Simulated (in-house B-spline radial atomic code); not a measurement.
Whole-atom quantities along the 16-electron series, configuration [Ne] 3s2 3p4. Breit and QED terms are first order and not part of the total energy; the density at the nucleus is averaged over the nuclear charge. Computed with an all-electron radial atomic-structure program (B-spline basis): Dirac-Hartree-Fock, average of the configuration, finite nuclei.

```csv
ion,Z,E/Z² (Eh),Σ<r²> (bohr²),n(0)/Z³ (bohr⁻³),Lamb diamagnetic shielding (ppm),repulsion over attraction,Breit energy (eV),self-energy (eV),vacuum polarisation (eV),Dirac less non-relativistic energy (Eh)
Ti6+,22,-1.7389,7.2197,0.7912,1565.93,0.12805,7.1478,5.1779,-0.39776,-4.4522
V7+,23,-1.7623,6.2207,0.80557,1651.39,0.12352,8.3124,6.0546,-0.47609,-5.3934
Cr8+,24,-1.7842,5.4215,0.82014,1737.07,0.11925,9.5995,7.0308,-0.56554,-6.479
Mn9+,25,-1.8048,4.7707,0.83504,1822.99,0.11522,11.015,8.1128,-0.66714,-7.7233
Fe10+,26,-1.8241,4.2327,0.85071,1909.16,0.11143,12.567,9.3069,-0.78201,-9.1417
Co11+,27,-1.8424,3.7823,0.86674,1995.61,0.10785,14.26,10.62,-0.91127,-10.75
Ni12+,28,-1.8597,3.4011,0.88404,2082.35,0.10447,16.101,12.058,-1.0562,-12.566
Cu13+,29,-1.876,3.0754,0.90059,2169.41,0.10128,18.097,13.628,-1.2179,-14.605
Zn14+,30,-1.8916,2.7947,0.91845,2256.78,0.09826,20.254,15.337,-1.398,-16.888
Ga15+,31,-1.9064,2.5509,0.93664,2344.51,0.095402,22.578,17.192,-1.5976,-19.433
Ge16+,32,-1.9205,2.3378,0.95536,2432.58,0.092694,25.078,19.201,-1.8184,-22.26
As17+,33,?,?,?,?,?,?,?,?,?
Se18+,34,?,?,?,?,?,?,?,?,?
Br19+,35,-1.9593,1.8371,1.0182,2699.15,0.085364,33.689,26.223,-2.6235,-32.651
Kr20+,36,-1.9713,1.7054,1.0409,2788.83,0.083155,36.953,28.921,-2.9452,-36.827
Rb21+,37,?,?,?,?,?,?,?,?,?
Sr22+,38,-1.9939,1.4809,1.0894,2969.55,0.079042,44.114,34.903,-3.6799,-46.395
Zr24+,40,-2.015,1.2976,1.1419,3152.2,0.075292,52.164,41.724,-4.55,-57.759
Nb25+,41,-2.0251,1.2183,1.1689,3244.29,0.073538,56.54,45.47,-5.0414,-64.184
Mo26+,42,-2.0349,1.1459,1.196,3336.92,0.071858,61.161,49.454,-5.5734,-71.144
Tc27+,43,-2.0444,1.0796,1.2267,3430.11,0.070248,66.032,53.684,-6.149,-78.672
Ru28+,44,-2.0537,1.0189,1.2565,3523.87,0.068703,71.163,58.17,-6.7704,-86.796
```

Question: Fill in the row of As17+.

Answer: E/Z² (Eh): -1.934; Σ<r²> (bohr²): 2.1503; n(0)/Z³ (bohr⁻³): 0.97561; Lamb diamagnetic shielding (ppm): 2521.04; repulsion over attraction: 0.090125; Breit energy (eV): 27.758; self-energy (eV): 21.371; vacuum polarisation (eV): -2.0619; Dirac less non-relativistic energy (Eh): -25.391.

Question: Fill in the row of Se18+.

Answer: E/Z² (Eh): -1.9469; Σ<r²> (bohr²): 1.9845; n(0)/Z³ (bohr⁻³): 0.99631; Lamb diamagnetic shielding (ppm): 2609.89; repulsion over attraction: 0.087685; Breit energy (eV): 30.626; self-energy (eV): 23.709; vacuum polarisation (eV): -2.3297; Dirac less non-relativistic energy (Eh): -28.847.

Question: Fill in the row of Rb21+.

Answer: E/Z² (Eh): -1.9828; Σ<r²> (bohr²): 1.5873; n(0)/Z³ (bohr⁻³): 1.0647; Lamb diamagnetic shielding (ppm): 2878.96; repulsion over attraction: 0.08105; Breit energy (eV): 40.426; self-energy (eV): 31.812; vacuum polarisation (eV): -3.2967; Dirac less non-relativistic energy (Eh): -41.4.

Question: With what power of Z does the column «Σ<r²> (bohr²)» change over this range?

Answer: A fit of the logarithm of its size against log Z from Z = 22 to 44 has slope -2.79. Unscreened non-relativistic hydrogenic orbitals would give -2.
